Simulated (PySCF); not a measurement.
Point groups of optimised structures. Method used: PySCF 2.14.0, PBE0-D3(BJ)/def2-SVP geometry optimisation, gas phase. The symmetry is that of the one conformer found, every atom within 0.08 Å of its image; none is proved a minimum here.

**Question.** Point group, rotor type and polarity of `[CH2:1]=[C:2]1[CH:3]=[CH:4][CH:5]=[C:6]([Br:7])[CH:8]=[CH:9]1`?

**Answer.** Cs; near-prolate asymmetric top; symmetry number 1; 2 operations, which sort the 16 atoms into 16 sets; dipole 1.08 D, in the ab plane, which is the mirror; A, B, C = 3301, 555.7, 475.6 MHz; heavy atoms equivalent by symmetry: none.

**Question.** What symmetry has `C[Se]C` (SeMe2)?

**Answer.** C2v; asymmetric top; symmetry number 2; 4 operations, which sort the 9 atoms into 4 sets; dipole 1.45 D, along b, the twofold axis; A, B, C = 11419, 6878, 4545 MHz.

**Question.** `[CH2:1]=[CH:2][GeH2:3]/[C:4](=[CH:5]/[Cl:6])[CH2:7][O:8]` (doublet state) with C1–C2–Ge3–C4 -110°, C2–Ge3–C4–C5 5°, Ge3–C4–C7–O8 -2°: symmetry, top, dipole?

**Answer.** C1; asymmetric top; symmetry number 1; this conformer is chiral (no improper operation); dipole 1.62 D; A, B, C = 1541, 747.7, 519.9 MHz.

**Question.** `[CH3:1][CH2:2][CH2:3][CH2:4][CH2:5][CH3:6]` with C1–C2–C3–C4 180°, C2–C3–C4–C5 180°, C3–C4–C5–C6 180°: symmetry, top, dipole?

**Answer.** C2h; near-prolate asymmetric top; symmetry number 2; 4 operations, which sort the 20 atoms into 7 sets; dipole forbidden by symmetry (computed 0.00 D); heavy atoms equivalent by symmetry: C1/C6, C2/C5, C3/C4.

**Question.** Point group, rotor type and polarity of `[CH3:1][CH:2]([CH3:3])[CH:4]([CH3:5])[CH3:6]` with C1–C2–C4–C5 65°?

**Answer.** C2; asymmetric top; symmetry number 2; 2 operations, which sort the 20 atoms into 10 sets; this conformer is chiral (no improper operation); dipole 0.09 D; heavy atoms equivalent by symmetry: C1/C6, C2/C4, C3/C5.
